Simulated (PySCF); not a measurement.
Electron correlation in In (indium, neutral)

[Kr] 4d10 5s1 5p1 6s1, high-spin 4P determinant (an excited configuration). Computed with PySCF 2.14 in aug-cc-pVQZ-PP with one added diffuse shell each of s, p, d, f, g type with ECP28MDF (8s8p6d4f3g, 117 functions), with a scalar-relativistic core potential. Frozen: 4s2 4p6 4d10; 3 electrons correlated.

MP2 pair energies summed by pair of shells (mhartree):

| pair | energy | share (%) |
| --- | --- | --- |
| 5s-5p | -2.22 | 39.0 |
| 5p-6s | -2.12 | 37.2 |
| 5s-6s | -1.36 | 23.8 |

Total MP2 correlation energy: -5.70 mhartree.

Same-spin part -5.70 and opposite-spin part 0.00 mhartree; SCS-MP2 scales them by 1/3 and 6/5 to -1.90 mhartree.
